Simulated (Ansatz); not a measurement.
Consider the silylene formation by 1,1-elimination: `CO[SiH](C)C` → dimethyl ether + `C[SiH]`.

Program: Ansatz. Geometries: PBE0-D4/def2-TZVP. ΔE: electronic, gas phase. CCSD(T)/CBS adds triple-zeta CCSD(T) − MP2 to the extrapolated MP2 energy (def2 sets, frozen cores). This one scheme is used for every species. DFT in def2-TZVPP. B3LYP here is the variant with VWN-RPA as its local correlation; programs differ in this. Each species was taken in one conformer, which may not be the lowest.

| level | ΔE (eV) |
| --- | --- |
| B97M-V | 4.29 |
| r2SCAN0-D4 | 4.53 |
| revPBE | 3.88 |
| B3LYP | 4.04 |

**Question.** What does CCSD(T)/CBS give? (Estimate.)

**Answer.** Ansatz gave: +4.33 eV. The listed levels differ from it by -0.04, 0.20, -0.45, -0.29 eV.

Largest T1 diagnostic among the species: 0.012.

The D4 term adds +0.17 eV with B3LYP and +0.10 eV with PBE0; it sums over pairs of atoms, weighted by their polarisabilities, and B3LYP, whose exchange is more repulsive, gets the larger term. At CCSD(T), def2-SVP lies −0.44 eV from the extrapolated value and def2-TZVPP −0.10 eV. From r2SCAN to r2SCAN0 (25 % exact exchange), in def2-TZVPP and without D4, ΔE moves by +0.05 eV.
